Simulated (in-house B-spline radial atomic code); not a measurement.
Configurations of Cr³⁺, with energies counted from [Ar] 3d3. Level of theory: scalar-relativistic (X2C) HSE06, spin-polarised, spherical fractional occupations, exact exchange averaged over the configuration, Fermi nucleus of rms radius 3.6452 fm; calculated with an all-electron radial atomic-structure program (B-spline basis). Shells without spins written out take the highest spin.

Occupations are held fixed; configurations that lie above the ionisation limit could autoionise.

```csv
configuration,E - E(ref) (eV),highest orbital,its <r> (bohr)
[Ar] 3d2 4s1,12.862,4s up,2.33
[Ne] 3s2 3p5 3d3 4s1,54.181,4s up,2.311
[Ne] 3s2 3p5 3d3 4p1,61.064,4p up,2.6
```

(1) Order these further configurations by energy, lowest first.
A. [Ar] 3d2 4p1
B. [Ar] 3d2 4f1
C. [Ne] 3s2 3p5 3d3 4f1
D. [Ne] 3s2 3p5 3d4

Answers

(1) A (19.664 eV), B (35.262 eV), D (40.075 eV), C (76.91 eV).
